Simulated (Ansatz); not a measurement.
Reactions of FH₅NPSi, SMILES `N[SiH](F)P`.

Isolated molecules relaxed with PBE0-D4/def2-TZVP in Ansatz; ΔE leaves out vibrations. CCSD(T)/CBS is the MP2 limit (def2-TZVPP, def2-QZVPP) plus CCSD(T) − MP2 in def2-TZVPP, frozen cores. This one scheme is used for every species. Functionals use def2-TZVPP. For Ge outer-core shells are correlated without core-valence functions, which leaves a few kJ/mol of doubt a bond. Scalar relativity is left out up to krypton. Each species was taken in one conformer, which may not be the lowest.

```tsv
reaction	MP2/CBS(def2) (kJ/mol)	PBE0-D4 (kJ/mol)	CCSD/CBS(def2) (kJ/mol)	CCSD(T)/CBS(def2) (kJ/mol)
`N[SiH](F)P` + H₂S → `PS` + `N[SiH2]F`	15	21	17	18
`N[SiH](F)P` + H₂ → `N[SiH2]P` + H–F	144	133	138	140
`N[SiH](F)P` + `N[SiH2][NH][GeH2][NH2]` → `[NH2][GeH2][NH][SiH](N)F` + `N[SiH2]P`	-11	-13	-11	-11
`N[SiH](F)P` + `N[SiH2]N` → `N[SiH2]N[SiH](N)F` + PH₃	-64	-56	-64	-64
```

Largest T1 diagnostic: 0.013, for PH₃.
